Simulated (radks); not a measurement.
Values are calculated unless marked as measured or tabulated.
Question: Cu3+, 26 electrons, occupied as [Ar] 3d7 4f1 (not the ground configuration). Level of theory: non-relativistic Kohn-Sham, SCAN, spin-polarised, spherical densities, point nucleus; open shells are filled with parallel spins first; meta-GGA in the generalised Kohn-Sham scheme (a radial shooting solver on a logarithmic mesh with Libxc functionals). Some entries of the table are withheld. Estimate them.

| orbital | occ. | eigenvalue (eV) | <r^2> (bohr^2) | <r> (bohr) |
|---|---|---|---|---|
| 1s up | 1 | -8837.989 | 0.003754 | 0.05292 |
| 1s down | 1 | -8837.976 | 0.003754 | 0.05292 |
| 2s up | 1 | -1117.886 | 0.06704 | 0.2385 |
| 2s down | 1 | -1114.860 | 0.06679 | 0.2380 |
| 2p up | 3 | -985.8727 | 0.05301 | 0.2080 |
| 2p down | 3 | -983.6621 | 0.05276 | 0.2075 |
| 3s up | 1 | (1) | (2) | 0.7059 |
| 3s down | 1 | (3) | (4) | 0.7094 |
| 3p up | 3 | -137.5787 | 0.6185 | 0.7269 |
| 3p down | 3 | -132.4796 | 0.6281 | 0.7322 |
| 3d up | 5 | (5) | 0.7829 | 0.7938 |
| 3d down | 2 | (6) | 0.8238 | 0.8122 |
| 4f up | 1 | -11.6078 | 21.43 | 4.379 |

Answer: 
(1) 3s up eigenvalue (eV): -179.6522
(2) 3s up <r^2> (bohr^2): 0.5729
(3) 3s down eigenvalue (eV): -174.5792
(4) 3s down <r^2> (bohr^2): 0.5788
(5) 3d up eigenvalue (eV): -66.8096
(6) 3d down eigenvalue (eV): -61.6476
